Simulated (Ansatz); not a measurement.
`C[O][AlH][S][SiH3]` and `C[O][AlH][NH2]` differ in one atom or group.

Ansatz, PBE0-D4/def2-TZVP geometries, multiplicity 1. Each molecule was computed in one conformer, which needn't be the lowest.

| property | `C[O][AlH][S][SiH3]` |
| --- | --- |
| HOMO–LUMO gap (PBE0/def2-TZVPP) / eV | 6.89 |
| HOMO energy (ωB97M-V/def2-TZVPP) / eV | -9.80 |
| LUMO energy (ωB97M-V/def2-TZVPP) / eV | 0.85 |
| size of the dipole moment (B3LYP/def2-TZVPP) / D | 1.66 |
| HOMO–LUMO gap (PBE/def2-TZVPP) / eV | 4.92 |
| LUMO energy (B3LYP/def2-TZVPP) / eV | -0.95 |

Question: What does the change do to each property? (Best estimate.)

Answer: The calculation gave: 
```csv
property,`C[O][AlH][NH2]`,shift
HOMO–LUMO gap (PBE0/def2-TZVPP) / eV,7.45,0.56
HOMO energy (ωB97M-V/def2-TZVPP) / eV,-9.69,0.11
LUMO energy (ωB97M-V/def2-TZVPP) / eV,1.68,0.83
size of the dipole moment (B3LYP/def2-TZVPP) / D,0.39,-1.27
HOMO–LUMO gap (PBE/def2-TZVPP) / eV,5.28,0.36
LUMO energy (B3LYP/def2-TZVPP) / eV,-0.07,0.88
```

With PBE0 the HOMO rises by 0.35 eV and the LUMO rises by 0.91 eV, so the gap widens by about 0.56 eV. PBE moves the HOMO by 0.55 eV and ωB97M-V by 0.11 eV. Dipoles are sizes alone; their direction can turn.

B3LYP here is the variant with VWN-RPA as its local correlation; programs differ in this.
